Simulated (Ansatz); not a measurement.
Relaxed structures of CH4OSe, singlet (PBE0-D4/def2-TZVP; forces vanish, vibrations not checked; lower isomers may exist, and structures with a doubtful reference or unclear bonds are left out; Å). Program: Ansatz 0.2.0. Basis: def2-TZVPP. Cores are frozen in the correlated methods. Filled d shells of the heavier atoms are correlated. The def2 sets are not built for correlating such inner shells, so the correlated values are less sure here.

(1) Rank them by CCSD(T) energy, lowest first, and give each one's height above the lowest. Links in brackets join atoms within 1.22 times the sum of their covalent radii (1.1 for two metals). (To be estimated.)
A.
CH₄OSe ([OH][CH2][SeH])
```
7
angstrom
O -1.2389 0.2485 -0.6517
C -0.1301 0.5101 0.1428
Se 1.5469 -0.3325 -0.4617
H -1.3708 -0.7025 -0.7002
H -0.2653 0.2161 1.1868
H 0.0543 1.5820 0.0957
H 1.4040 -1.5218 0.3883
```
B.
a complex of CH₂O ([CH][OH]) + H₂Se
```
7
angstrom
O -0.7746 1.1285 -0.3290
C -1.8182 0.3471 -0.3710
Se 1.7536 -1.2699 1.0347
H -1.4121 -0.6135 0.0243
H 1.2329 -0.0069 0.4977
H -1.0254 2.0039 -0.6571
H 2.0253 -1.7706 -0.3169
```
C.
a complex of CH₂Se ([CH2][Se]) + H₂O
```
7
angstrom
O -2.1364 0.1192 -0.8886
C 0.5066 0.6805 0.4596
Se 1.7694 -0.1137 -0.4442
H -1.8531 -0.7894 -0.7595
H -0.0020 0.1951 1.2878
H 0.1870 1.6942 0.2353
H -1.6142 0.4290 -1.6328
```

T1 diagnostic: at most 0.015. The restricted Hartree–Fock reference is unstable towards an unrestricted one at one or more of these structures.

## Answers

(1) Computed: A (0.000 eV), C (0.583 eV), B (2.827 eV). Heights count from the lowest.

For scale, one of the runs: CCSD(T)/def2-TZVPP, 166 basis functions, launched by `ansatz run in.yaml --threads 2 --pin off --events-out ev --progress --plain --max-ram 4352MiB`. Hardware: 2 CPU threads of an AMD EPYC 9R14, shared host. Wall time 31 s; peak host memory 1.4 GiB.
